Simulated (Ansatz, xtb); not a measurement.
# Ranking isomers of CH7FSeSi2

4 gas-phase structures of CH7FSeSi2, from a drawn sample of its isomers (lower ones may exist). Each was relaxed with GFN2-xTB; where two conformers were screened, the lower at r2SCAN-D4/def2-SVP//GFN2-xTB is listed:

A. `F[SiH2]C[Se][SiH3]`, a singlet
B. `C[Si@H](F)[Se][SiH3]`, a singlet
C. `C[SiH2][Se][SiH2]F`, a singlet
D. `F[SiH2][Se]C[SiH3]`, a singlet

Make a reasoned guess at their ranking by r2SCAN-D4/def2-SVP//GFN2-xTB single-point energy.

Calculated order at r2SCAN-D4/def2-SVP//GFN2-xTB: B (0.0), C (1.6), D (30.6), A (31.1) kcal/mol. Less than 1 kcal/mol parts D and A, so the order within that pair means little.

Energies above the lowest of each column, in kcal/mol; the last columns are at r2SCAN-D4/def2-SVP geometries and were run for some of them only (a dash: not run or not comparable):

| structure | GFN2-xTB | HF/STO-3G | r2SCAN-D4/def2-SVP//GFN2-xTB | r2SCAN-D4/def2-SVP | CCSD(T)/def2-SVP + ΔMP2/def2-TZVPP |
| --- | --- | --- | --- | --- | --- |
| B | 1.6 | 0.0 | 0.0 | 0.0 | 0.0 |
| C | 0.0 | 2.2 | 1.6 | 1.4 | 1.0 |
| D | 23.5 | 31.4 | 30.6 | 31.2 | 29.3 |
| A | 21.3 | 31.6 | 31.1 | – | – |

CCSD(T)/def2-SVP + ΔMP2/def2-TZVPP puts B lowest of those it was run on; GFN2-xTB picks C. Flexible structures stand in one conformer each, not always the lowest. Frequencies (GFN2-xTB) were run for B, C, D alone. ΔMP2 is the change of the MP2 energy from the smaller to the larger basis.

Over these structures GFN2-xTB departs from r2SCAN-D4/def2-SVP//GFN2-xTB by 4.2 kcal/mol on average once a common shift is removed. A GFN2-xTB relaxation took about 0.14 s and the r2SCAN-D4/def2-SVP//GFN2-xTB energy about 1.8 s on a shared host (Ansatz 0.2.0, xtb 6.7.1).
